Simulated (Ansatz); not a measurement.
This geometry of CH$_{5}$ClMgO$_{2}$ (10 atoms, charge 0, multiplicity 1) is a first-order saddle point.

The calculation used UKS B3LYP-D4/6-31G* (Ansatz 0.2.0).

```xyz
10
Properties=species:S:1:pos:R:3
Mg -1.202 0.084 1.112
O 0.051 -0.390 -0.295
C 0.450 -0.038 -1.606
Cl -3.352 0.252 1.610
H 0.731 -0.106 0.699
O 0.598 0.278 1.853
H 1.291 -0.662 -1.930
H 0.756 1.017 -1.669
H -0.383 -0.199 -2.300
H 1.060 -0.236 2.526
```

Problem. Which two structures does it join? (They come from a converged band through this point; their orientation in space is the band's.)

Solution. Bonds broken: H5–O6. Bonds formed: O2–H5.

Image 0:

```xyz
10
Properties=species:S:1:pos:R:3
Mg -1.168 0.136 0.928
O 0.113 -0.026 -0.387
C 0.401 -0.041 -1.753
Cl -3.231 0.080 1.738
H 0.995 0.104 1.172
O 0.549 0.267 2.054
H 1.089 -0.864 -2.005
H 0.882 0.898 -2.076
H -0.503 -0.174 -2.370
H 0.874 -0.380 2.698
```

Image 6:

```xyz
10
Properties=species:S:1:pos:R:3
Mg -1.017 0.020 1.286
O 0.157 -0.558 -0.296
C 0.358 -0.026 -1.612
Cl -3.217 0.294 1.133
H 0.936 -0.406 0.297
O 0.640 0.129 2.071
H 1.141 -0.590 -2.129
H 0.630 1.035 -1.573
H -0.585 -0.140 -2.149
H 0.957 0.241 2.972
```

Problem. How far does it lie above each of them?

Solution. 0.171 eV above the first and 0.211 eV above the second. This is the barrier of this one path; another mechanism may lie lower. The orbitals stay closed-shell, which can raise the energy where a bond breaks towards radicals; this wasn't checked here.

The run took 3.8 min on 2 threads of Arm Neoverse V1 (shared host), peak memory 0.28 GiB.
